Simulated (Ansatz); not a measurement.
`[SH][GaH][SH]` + H–F → `[F][GaH][SH]` + H₂S at 400 K and 1 bar (ligand exchange at a Ga–S bond).

Gas-phase electronic energies from Ansatz, PBE0-D4/def2-TZVP geometries. CCSD(T)/CBS adds triple-zeta CCSD(T) − MP2 to the extrapolated MP2 energy (def2 sets, frozen cores). This one scheme is used for every species. For Ga outer-core shells are correlated without core-valence functions, which leaves a few kJ/mol of doubt a bond. Scalar relativity is left out up to krypton. One conformer a species, not always the lowest.

| species | CCSD(T)/CBS energy (Eh) | H − E (kJ/mol) | S (J/(mol·K)) |
| --- | --- | --- | --- |
| `[SH][GaH][SH]` | -2721.36398 | 94.7 | 344.7 |
| H–F | -100.39570 | 36.5 | 182.2 |
| `[F][GaH][SH]` | -2422.78377 | 71.1 | 325.5 |
| H₂S | -398.97279 | 53.4 | 215.9 |

H − E and S are ideal-gas, rigid-rotor, harmonic terms from PBE0-D4/def2-TZVP, for one conformer and one mirror image of each species. 1 Eh = 2625.50 kJ/mol, R = 8.31446 J/(mol·K).

Task: By hand: ΔE, ΔH, ΔS and ΔG.

Result: ΔE = (-2422.78377) + (-398.97279) − (-2721.36398) − (-100.39570) = 0.00312 Eh = 8.2 kJ/mol. Δ(H − E) = 71.1 + 53.4 − 94.7 − 36.5 = -6.7, so ΔH = 1.5 kJ/mol. ΔS = 325.5 + 215.9 − 344.7 − 182.2 = 14.5 J/(mol·K). ΔG = 1.5 − 400 × (14.5)/1000 = -4.3 kJ/mol.

Task: By hand: the equilibrium constant, and the temperature at which ΔG would vanish if ΔH and ΔS stayed fixed.

Result: log₁₀ K = −ΔG/(RT ln 10) = 0.6. ΔG = 0 at ΔH/ΔS = 103 K, though so small a ΔH makes that figure unsure.

TΔS isn't small against ΔH here. The sign of ΔG lies within the doubt. A doubt of 5 kJ/mol in ΔE shifts log₁₀ K by 0.7 here. Other conformers and mirror images would add mixing entropy, several J/(mol·K) or more a flexible species. These are equilibria of isolated gas molecules and say nothing of rates. Largest T1 diagnostic: 0.014 (customary marks: 0.02 for closed shells, 0.045 for open ones).
